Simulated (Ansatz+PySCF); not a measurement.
A calculation with PySCF 2.14.0.

```python
from pyscf import gto, dft

mol = gto.M(atom="""
Al 0.000000 0.000000 0.000000
Cl 1.248550 1.248550 1.248550
Cl 1.248550 -1.248550 -1.248550
Cl -1.248550 1.248550 -1.248550
Cl -1.248550 -1.248550 1.248550
""", basis='def2-svp', charge=-1, spin=0)
mf = dft.RKS(mol, xc='pbe0')
mf.kernel()
print(mf.converged, mf.e_tot, mf.spin_square()[0])
```

The script is written out from the run's settings.

The run gave:

```
Converged                       : yes
Total energy                    : -2082.25067 hartree
Spin squared of the determinant : 0.000
Cycles                          : 7
```

Caution: no diffuse functions for an anion.
